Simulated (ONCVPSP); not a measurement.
## Pseudopotential generation for iodine (I): ONCV, PBE, scalar-relativistic.

ONCVPSP 4.0.1 input, shortened (lines: element, Z, core and valence counts, functional; n l f; lmax; l rc ep ncon nbas qcut; lloc lpopt rc5 dvloc0; l nproj debl; icmod fcfact rcfact), PBE, scalar-relativistic:

```
  I 53.00    7    4        4      upf
    1    0    2.00
    2    0    2.00
    2    1    6.00
    3    0    2.00
    3    1    6.00
    3    2   10.00
    4    0    2.00
    4    1    6.00
    4    2   10.00
    5    0    2.00
    5    1    5.00
    2
    0    1.45    0.00    3    7    3.80
    1    1.40    0.00    5    9   10.10
    2    0.90    0.00    4    8   10.60
    4    5    0.75    1.00
    0    3    0.50
    1    2    0.40
    2    2    3.10
    1    0.20    0.00
```

In the s channel the program set the typed energies aside and used -0.640, 0.250, 0.750 Ha.

* Cutoffs needed: 56 Ha and 152 Ha (the cutoffs (Ha) at which the residual kinetic energy of the hardest occupied pseudo-wave falls to 1 and 0.1 mHa per electron)
* Ghost test: ghosts flagged at negative energy: s at -361.8 eV, s at -172.0 eV; GHOST(+) flagged for s at 374.4 eV; a true bound ghost makes a file unfit for plane-wave use
* Largest excitation error: -38 meV (all-electron minus pseudo) for 4p6 4d9 5s2 5p6, out of 4 test configurations
* rms error of d²Exc/dni dnj: 2.69 mHa without and 0.35 mHa with the model core
